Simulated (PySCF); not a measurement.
A calculated (MN15, PySCF 2.14, aug-cc-pV(5+d)Z, no relativity, point nucleus) atom or ion has these occupied shells.

```tsv
shell	electrons	orbital energy (eV)	rms radius, mean of both spins (bohr)
1s α	1	-2401.2	0.113
1s β	1	-2400.8	0.113
2s α	1	-223.05	0.532
2s β	1	-222.59	0.532
2p α	3	-173.67	0.494
2p β	3	-173.21	0.494
3s α	1	-31.166	1.78
3s β	1	-27.019	1.78
3p α	3	-20.033	2.01
```

Task: Name the element and its charge.

Result: S⁺ (sulfur, charge +1), in [Ne] 3s2 3p3, high-spin 4S determinant.
